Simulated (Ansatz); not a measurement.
# One arrangement of a pair

The pair of Cu⁺ (SMILES [Cu+], atom 1) and SO2 (SMILES O=S=O, atoms 2–4), both closed shells, in one local arrangement (a lower one may exist), relaxed at PBE0-D4/def2-TZVP:

Cu1  (-0.786, -0.526, -1.866)
O2  (-0.505, 0.475, 1.550)
S3  (0.708, 0.231, 0.859)
O4  (0.584, -0.180, -0.543)
(Å)

Program: Ansatz 0.2.0. Basis: def2-TZVPPD, with def2-QZVPPD for the basis limit. Cores are frozen in the correlated methods. The 3s and 3p shells of Cu and Zn are frozen; filled d shells are correlated. B3LYP uses VWN-RPA correlation. Extrapolation: Hartree–Fock as exp(−7.88 √X), correlation as X^−2.97. Interaction energies count from these two fragments, frozen as in the pair, with the counterpoise correction; negative means bound.

**Question.** What is the interaction energy by CCSD(T) at an estimated basis limit (MP2 extrapolated from triple and quadruple zeta, plus CCSD(T) − MP2 in triple zeta)? (Judge from chemistry; the value comes from the calculation.)

**Answer.** By the calculation: -33.00 kcal/mol. Hartree–Fock alone gives -24.58 kcal/mol at the basis limit. It counts from the two fragments frozen as in the pair.

The same quantity by other methods in triple zeta, and each one's difference from that estimate:
| method | E_int (kcal/mol) | difference |
| --- | --- | --- |
| PBE-D4 | -39.83 | -6.84 |
| revPBE-D4 | -36.76 | -3.76 |
| BLYP-D4 | -40.38 | -7.38 |
| r2SCAN-D4 | -40.45 | -7.46 |
| B97M-V | -39.87 | -6.88 |
| PBE0-D4 | -35.34 | -2.34 |
| B3LYP-D4 | -37.10 | -4.10 |
| HSE06-D4 | -35.23 | -2.24 |
| wB97X-V | -34.19 | -1.20 |
| wB97M-V | -34.26 | -1.27 |
| B2PLYP | -33.45 | -0.45 |
| HF | -24.15 | 8.85 |
| MP2 | -30.10 | 2.89 |
| CCSD | -29.31 | 3.69 |
| CCSD(T) | -29.88 | 3.12 |
Differences are method less estimate.

**Question.** Which atoms make the shortest contact between the fragments?

**Answer.** Cu1 and O4, 1.94 Å apart.

Energy to bend the free fragments (PBE0-D4 minima) into their shapes in the pair, CCSD(T)/def2-TZVPPD: SO2 1.02 kcal/mol. This must be added to the interaction energy to get the binding energy from relaxed fragments.

Basis-set superposition shift (counterpoise-corrected less uncorrected): CCSD(T) 1.61; MP2 1.46; HF 0.35; PBE0-D4 0.39; wB97M-V 0.34 kcal/mol.

T1 diagnostic: at most 0.024. The restricted Hartree–Fock reference is unstable towards an unrestricted one at one or more of these structures.

For scale, one of the runs: CCSD(T)/def2-TZVPPD, 198 basis functions, launched by `ansatz run in.yaml --threads 4 --pin off --events-out ev --progress --plain --max-ram 9574MiB`. The run took 22 s on 4 CPU threads of an Arm Neoverse V1 (shared host), with 1.6 GiB of host memory at its peak.
